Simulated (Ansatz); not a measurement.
Consider the cleavage of the Al–Si bond: `[SiH3][AlH][Br]` + H–F → `[F][AlH][Br]` + SiH₄.

Calculated with Ansatz (gas phase, PBE0-D4/def2-TZVP geometries, no zero-point term in ΔE). CCSD(T)/CBS is the MP2 limit (def2-TZVPP, def2-QZVPP) plus CCSD(T) − MP2 in def2-TZVPP, frozen cores. This one scheme is used for every species. Functionals use def2-TZVPP. HSE06 is defined as in plane-wave codes. For Br outer-core shells are correlated without core-valence functions, which leaves a few kJ/mol of doubt a bond. Scalar relativity is left out up to krypton.

Problem. Is it downhill or uphill in electronic energy at CCSD(T)/CBS, and by how much? (An estimate is asked.)

Solution. Computed: Downhill: ΔE = -178.0 kJ/mol.

Problem. What do these levels give: HSE06-D4, ωB97M-V, revPBE, PBE0, r2SCANh, HSE06, BHLYP, CAM-B3LYP, HF/def2-SVP, MP2/def2-TZVPP, SCS-MP2/def2-QZVPP, CCSD/CBS(def2)? (An estimate is asked.)

Solution. Ansatz gave: HSE06-D4 -160.5, ωB97M-V -185.8, revPBE -162.0, PBE0 -164.2, r2SCANh -180.5, HSE06 -163.5, BHLYP -193.7, CAM-B3LYP -194.0, HF/def2-SVP -199.7, MP2/def2-TZVPP -186.8, SCS-MP2/def2-QZVPP -191.7, CCSD/CBS(def2) -180.8 kJ/mol.

Largest T1 diagnostic among the species: 0.011.

The D4 term adds +5.2 kJ/mol with B3LYP and +3.0 kJ/mol with PBE0; it sums over pairs of atoms, weighted by their polarisabilities, and B3LYP, whose exchange is more repulsive, gets the larger term. At CCSD(T), def2-SVP lies −11.6 kJ/mol from the extrapolated value and def2-TZVPP −0.7 kJ/mol. From BLYP to BHLYP (50 % exact exchange), in def2-TZVPP and without D4, ΔE moves by −6.1 kJ/mol.

B3LYP here is the variant with VWN-RPA as its local correlation; programs differ in this.
